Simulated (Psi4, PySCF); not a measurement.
Psi4 was given this input:
```
memory 2 GB

molecule {
-1 1
C    -0.01030605    0.12039198    0.84239216
C     0.00777321    0.03042594   -0.68103923
H    -0.90060325   -0.50218287    1.18466735
H     0.87721669   -0.49440679    1.20530634
H     0.01788960   -0.99414568   -1.16642992
H    -0.87309007    0.53904978   -1.10608662
H     0.89378407    0.54677798   -1.08557470
}

set {
  basis def2-svp
  scf_type pk
  puream true
  d_convergence 1e-8
  dft_radial_points 99
  dft_spherical_points 590
}

energy('blyp')
print_variables()
```

### Question
Give the equivalent PySCF input.

### Answer
One answer among several that fit: 
```python
from pyscf import gto, scf, dft

mol = gto.M(
    atom='''
C    -0.010306    0.120392    0.842392
C     0.007773    0.030426   -0.681039
H    -0.900603   -0.502183    1.184667
H     0.877217   -0.494407    1.205306
H     0.017890   -0.994146   -1.166430
H    -0.873090    0.539050   -1.106087
H     0.893784    0.546778   -1.085575
''',
    basis='def2-svp',
    charge=-1,
    spin=0,
    verbose=4,
)

mf = dft.RKS(mol)
mf.xc = 'blyp'
mf.grids.atom_grid = (99, 590)
mf.grids.prune = None
mf.kernel()
```

Both were run: Psi4 gave -78.999243 Eh and PySCF -78.999243 Eh, 0.000 mEh apart.
